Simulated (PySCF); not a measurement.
C$_{2}$H$_{7}$BFNS (SMILES CN(C)B(F)S), singlet, geometry from GFN2-xTB. Base run: HF/6-31G in PySCF.

The PySCF input:
```python
from pyscf import gto, scf, solvent

mol = gto.M(
    atom='''
B     0.288346    0.134802   -0.443729
F     1.124171   -0.322490   -1.384166
N    -0.154774   -0.764108    0.524353
C    -1.046302   -0.498793    1.631244
C     0.270254   -2.153131    0.508001
H    -1.939657   -1.125128    1.552039
H    -0.546544   -0.727350    2.577008
H    -1.353354    0.544483    1.644652
H     0.793717   -2.394587    1.436796
H    -0.599831   -2.808453    0.415874
H     0.936749   -2.328198   -0.330731
S    -0.134782    1.895646   -0.597878
H    -0.954130    1.997594    0.440602
''',
    basis='6-31g',
    charge=0,
    spin=0,
    verbose=4,
)

mf = scf.RHF(mol)
mf.kernel()
```

Each row names what was changed in the base input (with any setting that the change needs).

```json
[
 {"change": "base", "ΔE vs base (kJ/mol)": "0.00", "dipole (D)": "4.39", "HOMO-LUMO gap (eV)": "14.81"},
 {"change": "model = C-PCM; solvent = 2-propanol", "ΔE vs base (kJ/mol)": "-25.95", "dipole (D)": "5.40", "HOMO-LUMO gap (eV)": "14.98"},
 {"change": "model = COSMO; solvent = 2-propanol", "ΔE vs base (kJ/mol)": "-25.17", "dipole (D)": "5.37", "HOMO-LUMO gap (eV)": "14.98"},
 {"change": "model = ddCOSMO; solvent = 2-propanol", "ΔE vs base (kJ/mol)": "-19.81", "dipole (D)": "5.23", "HOMO-LUMO gap (eV)": "14.89"},
 {"change": "model = IEF-PCM; solvent = 2-propanol; r_probe = 0.5", "ΔE vs base (kJ/mol)": "-11.98", "dipole (D)": "4.99", "HOMO-LUMO gap (eV)": "14.85"},
 {"change": "model = IEF-PCM; solvent = tetrahydrofuran", "ΔE vs base (kJ/mol)": "-21.79", "dipole (D)": "5.24", "HOMO-LUMO gap (eV)": "14.95"},
 {"change": "model = IEF-PCM; solvent = water", "ΔE vs base (kJ/mol)": "-27.0", "dipole (D)": "5.44", "HOMO-LUMO gap (eV)": "14.98"},
 {"change": "model = IEF-PCM; solvent = 2-propanol", "ΔE vs base (kJ/mol)": "-25.25", "dipole (D)": "5.37", "HOMO-LUMO gap (eV)": "14.97"},
 {"change": "model = IEF-PCM; solvent = methanol", "ΔE vs base (kJ/mol)": "-26.21", "dipole (D)": "5.41", "HOMO-LUMO gap (eV)": "14.98"},
 {"change": "model = IEF-PCM; solvent = 2-propanol; lebedev_order = 41", "ΔE vs base (kJ/mol)": "-25.31", "dipole (D)": "5.38", "HOMO-LUMO gap (eV)": "14.97"},
 {"change": "model = IEF-PCM; solvent = 2-propanol; vdw_scale = 1.0", "ΔE vs base (kJ/mol)": "-47.9", "dipole (D)": "5.72", "HOMO-LUMO gap (eV)": "15.14"},
 {"change": "model = SS(V)PE; solvent = 2-propanol", "ΔE vs base (kJ/mol)": "-24.73", "dipole (D)": "5.35", "HOMO-LUMO gap (eV)": "14.97"}
]
```

The base is the gas phase, so ΔE is the electrostatic part of solvation at a fixed geometry, without cavity and dispersion terms.
